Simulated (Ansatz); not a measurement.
One change: `CS[SiH](O)F` becomes `BO[SiH](O)F`.

Ansatz, PBE0-D4/def2-TZVP geometries, multiplicity 1. Each molecule was computed in one conformer, which needn't be the lowest.

```tsv
property	`CS[SiH](O)F`
HOMO energy (PBE0/def2-TZVPP) / eV	-7.29
LUMO energy (PBE/def2-TZVPP) / eV	-0.97
HOMO–LUMO gap (PBE/def2-TZVPP) / eV	5.08
size of the dipole moment (PBE/def2-TZVPP) / D	1.25
LUMO energy (B3LYP/def2-TZVPP) / eV	-0.31
HOMO energy (ωB97M-V/def2-TZVPP) / eV	-9.49
```

(1) What does the change do to each property? (Estimate.)

## Answers

(1) The calculation gave: 
```json
{"property": "HOMO energy (PBE0/def2-TZVPP) / eV", "`BO[SiH](O)F`": "-8.68", "shift": "-1.39"}
{"property": "LUMO energy (PBE/def2-TZVPP) / eV", "`BO[SiH](O)F`": "-1.82", "shift": "-0.85"}
{"property": "HOMO–LUMO gap (PBE/def2-TZVPP) / eV", "`BO[SiH](O)F`": "5.37", "shift": "0.29"}
{"property": "size of the dipole moment (PBE/def2-TZVPP) / D", "`BO[SiH](O)F`": "1.92", "shift": "0.67"}
{"property": "LUMO energy (B3LYP/def2-TZVPP) / eV", "`BO[SiH](O)F`": "-1.04", "shift": "-0.73"}
{"property": "HOMO energy (ωB97M-V/def2-TZVPP) / eV", "`BO[SiH](O)F`": "-11.04", "shift": "-1.55"}
```

With PBE0 the HOMO falls by 1.39 eV and the LUMO falls by 0.74 eV, so the gap widens by about 0.65 eV. PBE moves the HOMO by -1.14 eV and ωB97M-V by -1.55 eV. Dipoles are sizes alone; their direction can turn.

B3LYP here is the variant with VWN-RPA as its local correlation; programs differ in this.
